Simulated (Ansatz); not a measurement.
Abridged output of a molecular run in Ansatz:

```
Functional definition: HF
  name "HF"
  cite "Fock, Z. Phys. 61, 126 (1930) doi:10.1007/BF01340294"
  parent pbe
  exchange = exact_x
  correlation = 0
1441 factors; integrals over basis functions are off by at most 9.9e-4 eV
mean field evaluation 1: about -22298.4574 eV, gradient 4.3e1 eV
mean field evaluation 2: about -22298.8134 eV, gradient 4.3e1 eV
mean field evaluation 4: about -22303.7655 eV, gradient 5.9e0 eV
mean field evaluation 8: about -22303.9159 eV, gradient 5.7e-1 eV
mean field evaluation 16: about -22303.9179 eV, gradient 2.6e-6 eV
mean field -22303.91789820 eV, -819.6538646202 hartree, gradient 2.6e-6 eV, S^2 0.000000; 0 other end points of the search recorded, 0 dependent functions left out
13 core orbitals not correlated: weight in the atoms' cores, before any rotation towards them, 1.000 or more for the frozen orbitals, at most 0.000 for the correlated occupied ones
reference -22303.91789820 eV, -819.6538646202 hartree; 14, 14 occupied and 220, 220 virtual orbitals, 1441 factors
second order -22.10621616 eV of doubles, -0.00000000 eV of singles
cycle   1  -22.38640752 eV  change   -2.8e-1 eV  update   1.2e-1
cycle   2  -23.06868434 eV  change   -6.8e-1 eV  update   3.7e-2
cycle   3  -23.21199422 eV  change   -1.4e-1 eV  update   1.7e-2
cycle   4  -23.20653141 eV  change    5.5e-3 eV  update   4.4e-3
cycle   5  -23.20831384 eV  change   -1.8e-3 eV  update   2.1e-3
cycle   6  -23.20854418 eV  change   -2.3e-4 eV  update   4.8e-4
cycle   7  -23.20847555 eV  change    6.9e-5 eV  update   2.1e-4
cycle   8  -23.20853775 eV  change   -6.2e-5 eV  update   6.6e-5
cycle   9  -23.20853619 eV  change    1.6e-6 eV  update   2.7e-5
perturbative correction -1.13206109 eV, -0.0416024775 hartree
Total energy: -22328.25849548 eV, -820.5483650715 hartree
```

Its atoms:

```xyz
10

C    -0.335    0.933   -0.896
Si   -0.103    0.495    0.890
S    -0.532   -1.619    1.223
C     0.578   -2.191    0.097
N     1.333   -2.590   -0.682
H    -0.105    1.991   -1.052
H     0.337    0.341   -1.521
H    -1.362    0.748   -1.214
H    -1.089    1.139    1.793
H     1.278    0.753    1.362
```

Problem. Which basis set was used?
A. def2-TZVPP
B. def2-SVPD
C. cc-pV(Q+d)Z
D. def2-TZVPPD

Solution. A. It gives 247 functions.

Problem. Write the keys of the input that set method, charge and spin (a neutral closed shell needs none for the last two).

Solution. 
```yaml
correlation: {method: ccsd_t}
```
